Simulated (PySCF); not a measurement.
## Spin-rotation constants: `CC[C@H](OC)C(=O)Cl`, C5H9ClO2

Geometry (Å), atoms numbered from 1 in this order:
```xyz
17

C    -1.9457    0.7858    0.2040
C    -0.8798    0.7570   -0.8836
C     0.4258    0.1157   -0.3797
O     0.1718   -1.2321   -0.0907
C     1.3216   -2.0197    0.1180
C     0.9299    0.8553    0.8400
O     1.0209    0.4734    1.9543
Cl    1.4426    2.5044    0.4256
H    -1.6466    1.4368    1.0225
H    -2.8848    1.1512   -0.2034
H    -2.0979   -0.2157    0.5965
H    -0.6633    1.7646   -1.2390
H    -1.2294    0.1561   -1.7237
H     1.2003    0.2037   -1.1627
H     0.9637   -3.0369    0.2600
H     1.9865   -1.9830   -0.7539
H     1.8772   -1.7046    1.0055
```

The calculation used GIAO KT3/pcSseg-1 magnetisability, rotational g tensor and spin-rotation constants, non-relativistic, gas phase (PySCF 2.14.0). Geometry: GFN2-xTB.

Question: Give the nuclear spin-rotation constants along the inertial axes (H = +C I·J) beside the isotropic shieldings.

Answer: Rotational constants 2.0506, 1.3595, 1.0285 GHz. A star marks the isotopologue with that one atom substituted, in its own axes.
```tsv
atom	isotope	Caa (kHz)	Cbb (kHz)	Ccc (kHz)	mean (kHz)	σ (ppm)
Cl8	35Cl	0.328	0.620	0.525	0.491	516.7
H9	1H	-0.086	-0.121	-0.072	-0.093	30.9
H10	1H	-0.234	0.039	-0.118	-0.104	30.9
H11	1H	-0.025	-0.132	-0.082	-0.079	30.3
H12	1H	-0.008	-0.116	-0.089	-0.071	29.3
H13	1H	-0.069	-0.103	-0.076	-0.083	29.8
H14	1H	-0.225	-0.124	0.050	-0.100	27.6
H15	1H	0.103	-0.151	-0.092	-0.047	27.9
H16	1H	-0.201	-0.140	0.040	-0.100	28.6
H17	1H	-0.089	-0.055	-0.066	-0.070	27.9
C1	13C*	0.285	0.186	0.131	0.201	173.8
C2	13C*	0.327	0.214	0.194	0.245	151.5
C3	13C*	0.419	0.381	0.284	0.361	95.3
O4	17O*	-0.165	-0.200	-0.102	-0.156	264.3
C5	13C*	0.476	0.209	0.238	0.308	125.3
C6	13C*	1.084	0.415	0.309	0.603	12.7
O7	17O*	-1.219	-0.406	-0.613	-0.746	-208.3
```
For the geometry as given, no vibrational averaging.

Question: How do the rotational constants and the g tensor change when H9, H10, H11, H12, H13, H14, H15, H16, H17 are replaced by deuterium?

Answer: Constants 1.7194, 1.2442, 0.9175 GHz; g -0.0146, -0.0110, -0.0101, against -0.0172, -0.0122, -0.0111 before.
